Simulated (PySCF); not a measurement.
CH$_{5}$S (SMILES C[SH2+]), charge +1, singlet, geometry from GFN2-xTB; MP2/3-21G in PySCF.

PySCF was given this input:
```python
from pyscf import gto, scf, mp

mol = gto.Mole()
mol.atom = '''
C 
S  1 1.822752
H  1 1.087857 2 107.789678
H  1 1.087857 3 108.837420 2 -116.646874
H  1 1.085368 3 110.456985 4 -121.426296
H  2 1.355131 1 97.919541 5 -47.082523
H  2 1.355131 6 92.996043 1 -98.428800
'''
mol.basis = '3-21g'
mol.charge = 1
mol.spin = 0
mol.verbose = 4
mol.build()

mf = scf.RHF(mol)
mf.kernel()

pt = mp.MP2(mf)
pt.kernel()
print('E(MP2) = %.10f' % pt.e_tot)
```

What the program printed (banner, timings and long lists left out):

```
PySCF version 2.14.0

[INPUT] verbose = 4
[INPUT] num. atoms = 7
[INPUT] num. electrons = 26
[INPUT] charge = 1
[INPUT] spin (= nelec alpha-beta = 2S) = 0
[INPUT] symmetry False subgroup None
[INPUT] Mole.unit = angstrom
[INPUT] Symbol           X                Y                Z      unit          X                Y                Z       unit  Magmom
[INPUT]  1 C      0.000000000000   0.000000000000   0.000000000000 AA    0.000000000000   0.000000000000   0.000000000000 Bohr   0.0
[INPUT]  2 S      1.822752000000   0.000000000000   0.000000000000 AA    3.444502073003   0.000000000000   0.000000000000 Bohr   0.0
[INPUT]  3 H     -0.332366173108   0.000000000000   1.035840518334 AA   -0.628081040243   0.000000000000   1.957454888379 Bohr   0.0
[INPUT]  4 H     -0.332366163543   0.920234656758  -0.475535237687 AA   -0.628081022168   1.738991471606  -0.898631361808 Bohr   0.0
[INPUT]  5 H     -0.396171298046  -0.863083789075  -0.525507726931 AA   -0.748655251720  -1.630991983904  -0.993065680243 Bohr   0.0
[INPUT]  6 H      2.009465141913  -1.291836225230   0.364249086452 AA    3.797338775077  -2.441216663477   0.688331014517 Bohr   0.0
[INPUT]  7 H      2.009465141828  -0.269461329211  -1.314879774690 AA    3.797338774915  -0.509208113370  -2.484762660894 Bohr   0.0

nuclear repulsion = 64.5811837458994
number of shells = 22
number of NR pGTOs = 57
number of NR cGTOs = 32
basis = 3-21g
ecp = {}

******** <class 'pyscf.scf.hf.RHF'> ********
method = RHF
initial guess = minao
damping factor = 0
level_shift factor = 0
DIIS = <class 'pyscf.scf.diis.CDIIS'>
diis_start_cycle = 1
diis_space = 8
diis_damp = 0
SCF conv_tol = 1e-09
SCF conv_tol_grad = None
SCF max_cycles = 50
direct_scf = True
direct_scf_tol = 1e-13
Set gradient conv threshold to 3.16228e-05
Initial guess from minao.
init E= -435.941062576562
  HOMO = -0.375109170553056  LUMO = 0.0914764941467485  gap/eV = 12.69644
cycle= 1 E= -435.75125772485  delta_E= 0.19  |g|= 0.35  |ddm|= 2.11
  HOMO = -0.764414447664141  LUMO = -0.117808738790254  gap/eV = 17.59504
cycle= 2 E= -435.794259088484  delta_E= -0.043  |g|= 0.107  |ddm|= 0.617
  HOMO = -0.719462346177155  LUMO = -0.0815892690611619  gap/eV = 17.35741
cycle= 3 E= -435.797084853606  delta_E= -0.00283  |g|= 0.0221  |ddm|= 0.106
  HOMO = -0.721817606977932  LUMO = -0.0765306678389495  gap/eV = 17.55915
cycle= 4 E= -435.797300569713  delta_E= -0.000216  |g|= 0.00516  |ddm|= 0.0361
  HOMO = -0.722841641361512  LUMO = -0.0769338254858489  gap/eV = 17.57605
cycle= 5 E= -435.797313384919  delta_E= -1.28e-05  |g|= 0.00159  |ddm|= 0.00967
  HOMO = -0.722540763114237  LUMO = -0.0766288644323101  gap/eV = 17.57616
cycle= 6 E= -435.797314670365  delta_E= -1.29e-06  |g|= 0.000266  |ddm|= 0.00292
  HOMO = -0.722541751772351  LUMO = -0.0765782543955869  gap/eV = 17.57756
cycle= 7 E= -435.797314726132  delta_E= -5.58e-08  |g|= 4.43e-05  |ddm|= 0.000796
  HOMO = -0.722535015805339  LUMO = -0.0765725599227811  gap/eV = 17.57753
cycle= 8 E= -435.797314727395  delta_E= -1.26e-09  |g|= 4.12e-06  |ddm|= 0.000153
  HOMO = -0.722534545027108  LUMO = -0.0765724915713137  gap/eV = 17.57752
cycle= 9 E= -435.797314727406  delta_E= -1.13e-11  |g|= 6.14e-07  |ddm|= 1.22e-05
  HOMO = -0.722534470283104  LUMO = -0.0765724474442901  gap/eV = 17.57752
Extra cycle  E= -435.797314727407  delta_E= -1.19e-12  |g|= 2.33e-07  |ddm|= 1.06e-06
converged SCF energy = -435.797314727407

******** <class 'pyscf.mp.mp2.RMP2'> ********
nocc = 13, nmo = 32
E(RMP2) = -435.960795034112  E_corr = -0.163480306705067
E(SCS-RMP2) = -435.96843913584  E_corr = -0.171124408432514
E_corr(same-spin) = -0.0289061072464233
E_corr(oppo-spin) = -0.134574199458644
E(MP2) = -435.9607950341
```
